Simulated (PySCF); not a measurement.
**Ionisation energy of Tb by level of theory**

Tb [Xe] 4f9 6s2 (high-spin determinant) → Tb⁺ [Xe] 4f9 6s1 (high-spin determinant), as a difference of total energies. Calculation: PySCF 2.14, in cc-pVDZ-X2C; scalar relativity by spin-free X2C-1e. Correlated levels: valence: [Kr] 4d10 frozen; valence and next inner shell: [Ar] 3d10 frozen. The calculations carry no spin-orbit coupling.

```tsv
method	ionisation energy (eV)	error (eV)
UHF	4.794	-1.070
LDA	6.130	+0.266
PBE	5.918	+0.054
PBE0	5.773	-0.091
r2SCAN	5.604	-0.260
BP86	6.058	+0.194
B2PLYP	5.861	-0.003
r2SCAN0	5.591	-0.273
MP2 (valence)	5.737	-0.127
SCS-MP2 (valence)	5.768	-0.096
MP2 (valence and next inner shell)	5.759	-0.105
SCS-MP2 (valence and next inner shell)	5.775	-0.089
```

Reference: 5.864 eV (measured; NIST Atomic Spectra Database, ionization energies).

Errors of the correlated levels include the incompleteness of this basis and the frozen core.

The determinant of Tb and of Tb⁺ mixes LS terms, which raises its energy above the lowest term, most at the Hartree-Fock and MP2 levels.
